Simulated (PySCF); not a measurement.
Compound: C7H4FN.
Geometry (GFN2-xTB, Å), atoms numbered from 1 in this order:
```
atom  x, y, z in Å
N1     1.958    3.011   -0.505
C2     1.279    2.111   -0.293
C3     0.455    1.012   -0.036
C4    -0.675    0.919    0.687
C5    -1.100   -0.497    0.595
C6    -0.659   -1.065   -0.744
C7     0.129   -1.379    0.448
C8     0.674   -0.381   -0.547
F9     1.733   -0.677   -1.325
H10   -1.188    1.689    1.229
H11   -1.988   -0.858    1.087
H12   -1.121   -1.620   -1.531
H13    0.498   -2.264    0.918
```

Method: PySCF 2.14.0, density-fitted response routines, TDDFT PBE0/def2-SVPD, vertical, gas phase, core orbitals frozen in the response.

Transition dipole moments from the ground state, in atomic units and in the frame of the coordinates above (overall signs are arbitrary), for the states with f of 0.002 or more among the lowest 6:

```csv
state,E (eV),μx,μy,μz
S1,4.974,-0.819,-0.529,0.403
S3,6.307,0.255,0.801,0.042
S6,6.940,-0.128,0.051,-0.193
```

(1) What oscillator strength does each state have?

(2) What is the point group, and which symmetry does each of these states have?

(3) What angle do the transition dipoles of S1 and S3 make?

(4) How is the summed strength of these states shared among x, y and z?

(5) What peak molar absorption coefficient would the strongest computed level give as a lone Gaussian band 0.3 eV wide at half height?

Answers

(1) f = (2/3) ΔE |μ|² with ΔE in hartree (27.2114 eV).

| state | \|μ\|² (au) | \|μ\| (D) | f |
| --- | --- | --- | --- |
| S1 | 1.113 | 2.68 | 0.136 |
| S3 | 0.708 | 2.14 | 0.109 |
| S6 | 0.056 | 0.60 | 0.010 |

(2) Cs. The ground state is totally symmetric, so the direction of μ fixes the label. Polarised normal to the mirror plane, so A″: S6. Polarised in the mirror plane, so A′: S1 and S3.

(3) |cos θ| = |μa·μb| / (|μa| |μb|) = 0.69, so θ ≈ 46° (taken between 0 and 90°, since the signs are arbitrary).

(4) (2/3) Σ ΔE μα² gives 0.095 for x, 0.134 for y and 0.026 for z, 0.255 in all.

(5) ε(max) = 2.175×10⁸ f / FWHM, with the width in cm⁻¹. S1: 2.175×10⁸ × 0.1356 / 2420 ≈ 12000 L mol⁻¹ cm⁻¹.
